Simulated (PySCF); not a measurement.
**GaF from Hartree–Fock to correlated methods**

State: ¹Σ⁺ (singlet), closed shell. Set-up: basis Ga def2-TZVPPD, F def2-TZVPPD; no relativity; PySCF 2.14. De refers to Ga + F in their high-spin ground configurations, without counterpoise correction. A positive dipole means Ga(−)F(+).

```
      Level  Re (Å)  ωe (cm⁻¹)  De (eV)  μ (D)  CPU s a point (SCF and correlation, without the integrals)
        RHF   1.767        649     4.23  -2.19                                                        0.47
    RHF-MP2   1.786        619     6.40    n/a                                                        0.82
RHF-SCS-MP2   1.788        616     6.20    n/a                                                         n/a
   RHF-CCSD   1.780        630     5.90    n/a                                                         n/a
RHF-CCSD(T)   1.785        622     6.05    n/a                                                          23
        PBE   1.813        580     6.31  -2.37                                                         1.4
     PBEsol   1.795        600     6.61  -2.24                                                        0.92
     r²SCAN   1.784        621     6.13  -2.14                                                           2
      B3LYP   1.803        595     6.06  -2.50                                                         2.1
       PBE0   1.788        613     5.97  -2.32                                                         3.6
    r²SCAN0   1.772        638     5.83  -2.19                                                         2.6
  BHandHLYP   1.779        628     5.67  -2.42                                                         1.5
    ωB97X-V   1.789        617     6.16  -2.29                                                         5.6
     B2PLYP   1.795        605     6.13  -2.49                                                         2.3
```

Task: Which functional lies closest to RHF-CCSD(T) in De, which farthest, and by how much do they differ from it?

Result: Closest is B3LYP (+1.8 pm in Re, -4.3 % in ωe, +0.01 eV in De against RHF-CCSD(T) in the same basis), farthest PBEsol (+1.0 pm in Re, -3.5 % in ωe, +0.56 eV in De). CCSD(T) converges more slowly with the basis than the functionals do and binds too weakly in this one, so the order can change at the basis-set limit.

Task: What does the step from GGA to meta-GGA do here, going from PBE to r²SCAN?

Result: r²SCAN less PBE: -2.9 pm in Re, +7.1 % in ωe, -0.18 eV in De. 

Task: What does a quarter of exact exchange do here, going from r²SCAN to r²SCAN0?

Result: r²SCAN0 less r²SCAN: -1.2 pm in Re, +2.7 % in ωe, -0.30 eV in De. Exact exchange removes part of the self-interaction that spreads semilocal densities, and in most molecules shortens and stiffens the bond and lowers De; so it does here.

Correlated steps freeze 10 core orbitals. Where the molecule has an RHF reference, its open-shell atoms are computed with UHF. B2PLYP dipoles, levels and charges come from its SCF part alone.

The whole job (state search and all levels along the bond) took about 4.5 min on 2 threads of Arm Neoverse V2 (shared host), peak memory 2.5 GiB.
